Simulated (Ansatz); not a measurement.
Stepwise reaction of `[Cl][SnH2][Cl]` with water, as a gas-phase model of exchange steps in deposition or etching. ΔE in kJ/mol.

Gas-phase electronic energies from Ansatz, PBE0-D4/def2-TZVP geometries. CCSD(T)/CBS adds triple-zeta CCSD(T) − MP2 to the extrapolated MP2 energy (def2 sets, frozen cores). This one scheme is used for every species. Functionals use def2-TZVPP. B3LYP here is the variant with VWN-RPA as its local correlation; programs differ in this. def2 core potentials past Kr. For Sn outer-core shells are correlated without core-valence functions, which leaves a few kJ/mol of doubt a bond. Each species was taken in one conformer, which may not be the lowest.

```tsv
step	reaction	PBE-D4	B3LYP-D4	ωB97M-V	CCSD(T)/CBS
1	`[Cl][SnH2][Cl]` + H₂O → `[OH][SnH]([Cl])[Cl]` + H₂	-8.6	-7.9	-4.7	-8.3
```

**Question.** Give the row of step 2, `[OH][SnH]([Cl])[Cl]` + H₂O → `[OH][Sn]([OH])([Cl])[Cl]` + H₂. (Best estimate.)

**Answer.** Computed: 
| step | reaction | PBE-D4 | B3LYP-D4 | ωB97M-V | CCSD(T)/CBS |
| --- | --- | --- | --- | --- | --- |
| 2 | `[OH][SnH]([Cl])[Cl]` + H₂O → `[OH][Sn]([OH])([Cl])[Cl]` + H₂ | 2.7 | 2.9 | 5.7 | 1.6 |

**Question.** By hand: ΔE of the 2 steps together at CCSD(T)/CBS.

**Answer.** (-8.3) + (1.6) = -6.7 kJ/mol, or -3.4 kJ/mol a step.

In ΔE each step is higher than the one before. PBE-D4 differs from CCSD(T)/CBS by -0.3 to 1.1 kJ/mol a step. Isolated molecules leave out the surface, adducts and barriers. Largest T1 diagnostic: 0.013.
